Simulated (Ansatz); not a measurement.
Geometry optimisation, UKS PBE/STO-3G (Ansatz).

Input:

```yaml
crystal:
  periodic: [false, false, false]
  atoms:
    - { symbol: O, position_ang: [-0.10005, 1.16192, -0.11078] }
    - { symbol: Si, position_ang: [-0.41479, -0.35771, 0.37193] }
    - { symbol: Cl, position_ang: [1.35273, -1.3286, 0.68195] }
    - { symbol: Cl, position_ang: [-1.47754, -1.15816, -1.1399] }
    - { symbol: H, position_ang: [0.63964, 1.68255, 0.19679] }
magnetization:
  spin_polarized: true
  initial_magnetization: 1
basis:
  gaussian: { orbitals: STO-3G }
hamiltonian:
  xc: pbe
relax:
  f_tol: 0.02
  max_steps: 40
```

Command:

```bash
$ ansatz run input.yaml --threads 1 --pin off --max-ram 2048MiB --backend cpu --events-out ev --progress --plain --runs-dir out
```

Task: Where does it end, and by what steps?

Result: It converged. Limits of this set-up: minimal basis. After 6 steps the energy has fallen by 0.708 eV; O1 moved furthest, 0.16 Å.

| step | energy less start (eV) | largest force component (eV/Å) | accepted |
| --- | --- | --- | --- |
| 0 | 0.0000 | 3.164 | yes |
| 1 | -0.5472 | 1.341 | yes |
| 2 | -0.6260 | 0.850 | yes |
| 3 | -0.6712 | 1.092 | yes |
| 4 | -0.7046 | 0.294 | yes |
| 5 | -0.7064 | 0.142 | yes |
| 6 | -0.7082 | 0.019 | yes |

```xyz
5
Properties=species:S:1:pos:R:3
O -0.107 1.239 -0.251
Si -0.466 -0.304 0.432
Cl 1.423 -1.315 0.672
Cl -1.530 -1.223 -1.172
H 0.679 1.602 0.319
```

The run took 24 s on 1 thread of Arm Neoverse N1, with other jobs on the host, peak memory 0.13 GiB.
